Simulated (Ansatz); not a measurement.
Basis-set extrapolation for `CC(C)OB(N)F` (PBE0-D4/def2-TZVP geometry, frozen core, Ansatz 0.2.0). Multiplicity 1, RHF reference.

|  | def2-TZVPP | def2-QZVPP |
| --- | --- | --- |
| HF | -372.610918 | -372.628370 |
| MP2 correlation | -1.312542 | -1.410747 |
| CCSD(T) correlation | -1.407751 | not run |

Energies in hartree. Use E(X) = E(∞) + A·exp(−7.88·√X) for Hartree–Fock and E(X) = E(∞) + B·X^(−2.97) for correlation, with X = 3 and 4, and add CCSD(T) minus MP2 of the smaller set to the MP2 limit.

What is the CCSD(T) energy at the basis-set limit?

HF limit: -372.628370 + (-0.017452) × 0.13774 = -372.63077. MP2 limit: -1.410747 + (-0.098205) × 0.74074 = -1.48349. Higher-order term: -1.407751 − (-1.312542) = -0.09521. Total: -374.20947 hartree, 119.7 kcal/mol below CCSD(T)/def2-TZVPP.
